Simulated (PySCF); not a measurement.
## Excitation energy of Sn²⁺ by level of theory

Sn²⁺ [Kr] 4d10 5s2 (1S) → Sn²⁺ [Kr] 4d10 5s1 5p1 (3P), as a difference of total energies. Computed with PySCF 2.14 in aug-cc-pwCVTZ-PP with ECP28MDF (8s7p6d4f1g, 96 functions), with a scalar-relativistic core potential. Correlated levels: valence: 4s2 4p6 4d10 frozen. The calculations carry no spin-orbit coupling.

| method | excitation energy (cm⁻¹) |
| --- | --- |
| UHF | 45114 |
| MP2 (valence) | 50268 |
| SCS-MP2 (valence) | 51727 |
| CCSD (valence) | 51974 |

With two correlated electrons CCSD is exact in that space.
